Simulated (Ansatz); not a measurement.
O (SMILES [O+]), charge +1, quartet; Ansatz (an electronic-structure program) with WB97M-V/cc-pVTZ.

Input for Ansatz:
Ansatz 0.2 input:
```yaml
crystal:
  periodic: [false, false, false]
  atoms:
    - {symbol: O, position_ang: [0.00000000, 0.00000000, 0.00000000]}
basis:
  gaussian:
    orbitals: cc-pVTZ
hamiltonian:
  xc: {name: wB97M-V}
total_charge: 1
magnetization: {spin_polarized: true, initial_magnetization: 3}
accuracy: high
```

**Question.** Predict the main parts of the log of this Ansatz run.

**Answer.** 
```
Functional definition: wB97M-V
299 factors; integrals over basis functions are off by at most 2.4e-9 eV
88 factors; integrals over basis functions are off by at most 9.8e-10 eV
mean field evaluation 1: about -2028.7443 eV, gradient 1.3e1 eV
mean field evaluation 2: about -2029.0694 eV, gradient 3.7e0 eV
mean field evaluation 4: about -2029.1004 eV, gradient 2.0e-1 eV
mean field evaluation 8: about -2029.0993 eV, gradient 2.3e-3 eV
mean field evaluation 16: about -2029.0993 eV, gradient 1.6e-9 eV
mean field -2029.09926052 eV, -74.5680224511 hartree, gradient 1.6e-9 eV, S^2 3.752527; 0 other end points of the search recorded, 0 dependent functions left out
reference -2029.09926158 eV, -74.5680224903 hartree; 5, 2 occupied and 25, 28 virtual orbitals, 299 factors
Total energy: -2029.09926158 eV, -74.5680224903 hartree
```
